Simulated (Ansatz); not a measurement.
Job for Ansatz (a quantum-chemistry and plane-wave program): U-PBE0/def2-TZVPP on Ta2, 2S+1 = 5, a spin state set in the input, which need not be the lowest. Elements past Kr take the def2 small-core potentials; no spin–orbit coupling.

Ansatz 0.2 input:
```yaml
crystal:
  periodic: [false, false, false]
  atoms:
    - {symbol: Ta, position_ang: [0.00000000, 0.00000000, 0.00000000]}
    - {symbol: Ta, position_ang: [0.00000000, 0.00000000, 3.23000000]}
basis:
  gaussian:
    orbitals: def2-TZVPP
hamiltonian:
  xc: {name: PBE0}
magnetization: {spin_polarized: true, initial_magnetization: 4}
relax: {f_tol: 0.002, max_steps: 120}
```

It printed:

```
WARN ansatz: RAYON_NUM_THREADS=1 ignored (pool sized by the plan → 1); use --threads N
Functional definition: PBE0
integrals: 0.03 GiB planned
816 factors; their error is unknown
mean field: 0.44 GiB planned
mean field evaluation 1: about -3090.7072 eV, gradient 1.1e1 eV
mean field evaluation 2: about -3090.1572 eV, gradient 1.7e1 eV
mean field evaluation 4: about -3091.7224 eV, gradient 8.7e-1 eV
mean field evaluation 8: about -3091.7989 eV, gradient 1.3e-1 eV
mean field evaluation 16: about -3091.8002 eV, gradient 2.8e-2 eV
mean field evaluation 32: about -3093.1848 eV, gradient 1.4e-5 eV
mean field evaluation 64: about -2887.2096 eV, gradient 2.4e2 eV
mean field evaluation 96: about -3085.4761 eV, gradient 3.1e1 eV
mean field evaluation 128: about -3093.1520 eV, gradient 6.0e-1 eV
mean field evaluation 160: about -3093.0043 eV, gradient 1.8e0 eV
mean field evaluation 192: about -3092.1566 eV, gradient 1.5e0 eV
mean field evaluation 224: about -3091.7114 eV, gradient 6.8e-2 eV
mean field evaluation 256: about -3093.1848 eV, gradient 1.0e-3 eV
mean field evaluation 288: about -3092.4566 eV, gradient 7.8e-2 eV
mean field evaluation 320: about -3093.1624 eV, gradient 2.0e-1 eV
mean field evaluation 352: about -3093.1699 eV, gradient 6.1e-2 eV
mean field evaluation 384: about -3092.6005 eV, gradient 3.2e-1 eV
mean field evaluation 416: about -3092.5330 eV, gradient 5.0e-1 eV
mean field evaluation 448: about -3093.1597 eV, gradient 3.4e-1 eV
mean field evaluation 480: about -3093.0800 eV, gradient 9.3e-2 eV
mean field evaluation 512: about -3093.0432 eV, gradient 1.8e0 eV
mean field evaluation 544: about -3091.1140 eV, gradient 7.2e0 eV
mean field evaluation 576: about -3092.1674 eV, gradient 3.8e0 eV
mean field evaluation 608: about -3092.9884 eV, gradient 6.9e-2 eV
mean field evaluation 640: about -3093.1765 eV, gradient 2.1e-1 eV
mean field evaluation 672: about -3093.0806 eV, gradient 2.2e-2 eV
mean field -3093.18475944 eV, -113.6724432733 hartree, gradient 3.3e-8 eV, S^2 7.248851; 31 other end points of the search recorded, 0 dependent functions left out
the calculation of the forces begins
reference -3093.18478270 eV, -113.6724441282 hartree; 15, 11 occupied and 97, 101 virtual orbitals, 816 factors
relax step   1: F+E_penalty+E_count = -3093.18475944 eV  Δ(F+E_penalty+E_count) = +0.000e0 eV  max|allowed force component| = 2.050e0 eV/Å  Δτ_max = 0.0000 Å  (3803 SCF iters, accepted)
these checks for a lower state are left out or cut short: starts, cluster_reference, orbital_swaps, neighbouring_geometries, increment
integrals: 0.03 GiB planned
816 factors; their error is unknown
mean field: 0.44 GiB planned
mean field -3093.84751480 eV, -113.6967990836 hartree, gradient 4.6e-6 eV, S^2 7.006453; 0 other end points of the search recorded, 0 dependent functions left out
the calculation of the forces begins
reference -3093.84753730 eV, -113.6967999106 hartree; 15, 11 occupied and 97, 101 virtual orbitals, 816 factors
relax step   2: F+E_penalty+E_count = -3093.84751480 eV  Δ(F+E_penalty+E_count) = -6.628e-1 eV  max|allowed force component| = 2.282e0 eV/Å  Δτ_max = 0.1499 Å  (100 SCF iters, accepted)
these checks for a lower state are left out or cut short: starts, cluster_reference, orbital_swaps, neighbouring_geometries, increment
integrals: 0.03 GiB planned
816 factors; their error is unknown
mean field: 0.44 GiB planned
mean field evaluation 704: about -3094.6851 eV, gradient 1.1e-2 eV
mean field -3094.99372432 eV, -113.7389215066 hartree, gradient 2.7e-8 eV, S^2 6.009053; 0 other end points of the search recorded, 0 dependent functions left out
the calculation of the forces begins
reference -3094.99374818 eV, -113.7389223836 hartree; 15, 11 occupied and 97, 101 virtual orbitals, 816 factors
relax step   3: F+E_penalty+E_count = -3094.99372432 eV  Δ(F+E_penalty+E_count) = -1.146e0 eV  max|allowed force component| = 3.955e0 eV/Å  Δτ_max = 0.1950 Å  (280 SCF iters, accepted)
these checks for a lower state are left out or cut short: starts, cluster_reference, orbital_swaps, neighbouring_geometries, increment
integrals: 0.03 GiB planned
816 factors; their error is unknown
mean field: 0.45 GiB planned
mean field evaluation 736: about -3095.6114 eV, gradient 3.1e-2 eV
mean field -3095.61246807 eV, -113.7616599202 hartree, gradient 1.1e-6 eV, S^2 6.003984; 0 other end points of the search recorded, 0 dependent functions left out
the calculation of the forces begins
reference -3095.61249030 eV, -113.7616607371 hartree; 15, 11 occupied and 97, 101 virtual orbitals, 816 factors
relax step   4: F+E_penalty+E_count = -3095.61246807 eV  Δ(F+E_penalty+E_count) = -6.187e-1 eV  max|allowed force component| = 1.905e0 eV/Å  Δτ_max = 0.1950 Å  (95 SCF iters, accepted)
these checks for a lower state are left out or cut short: starts, cluster_reference, orbital_swaps, neighbouring_geometries, increment
integrals: 0.03 GiB planned
816 factors; their error is unknown
mean field: 0.45 GiB planned
mean field evaluation 768: about -3095.6896 eV, gradient 4.4e-3 eV
mean field -3095.68957355 eV, -113.7644934940 hartree, gradient 1.3e-6 eV, S^2 6.003900; 1 other end points of the search recorded, 0 dependent functions left out
the calculation of the forces begins
reference -3095.68959615 eV, -113.7644943247 hartree; 15, 11 occupied and 97, 101 virtual orbitals, 816 factors
relax step   5: F+E_penalty+E_count = -3095.68957355 eV  Δ(F+E_penalty+E_count) = -7.711e-2 eV  max|allowed force component| = 6.672e-3 eV/Å  Δτ_max = 0.0431 Å  (140 SCF iters, accepted)
these checks for a lower state are left out or cut short: starts, cluster_reference, orbital_swaps, neighbouring_geometries, increment
integrals: 0.03 GiB planned
816 factors; their error is unknown
mean field: 0.45 GiB planned
mean field -3095.68957464 eV, -113.7644935343 hartree, gradient 1.6e-5 eV, S^2 6.003902; 0 other end points of the search recorded, 0 dependent functions left out
the calculation of the forces begins
reference -3095.68959725 eV, -113.7644943651 hartree; 15, 11 occupied and 97, 101 virtual orbitals, 816 factors
relax step   6: F+E_penalty+E_count = -3095.68957464 eV  Δ(F+E_penalty+E_count) = -1.096e-6 eV  max|allowed force component| = 1.376e-3 eV/Å  Δτ_max = 0.0002 Å  (60 SCF iters, accepted)
integrals: 0.03 GiB planned
816 factors; their error is unknown
mean field: 0.45 GiB planned
mean field evaluation 800: about -3095.6701 eV, gradient 1.3e-1 eV
mean field evaluation 832: about -3094.8744 eV, gradient 3.1e0 eV
mean field -3095.68957464 eV, -113.7644935343 hartree, gradient 1.6e-5 eV, S^2 6.003902; 7 other end points of the search recorded, 0 dependent functions left out
the calculation of the forces begins
reference -3095.68959725 eV, -113.7644943651 hartree; 15, 11 occupied and 97, 101 virtual orbitals, 816 factors
Total energy: -3095.68959725 eV, -113.7644943651 hartree
Atom 0 at    -0.000000     0.000000     0.496610 Å, force    -0.000000     0.000000     0.001376 eV/Å
Atom 1 at     0.000000    -0.000000     2.733390 Å, force     0.000000    -0.000000    -0.001376 eV/Å
Dipole moment:    -0.000000     0.000000    -0.000000 e Å
```

The calculation finished and met its thresholds.

Cost: very roughly 3 core-minutes.
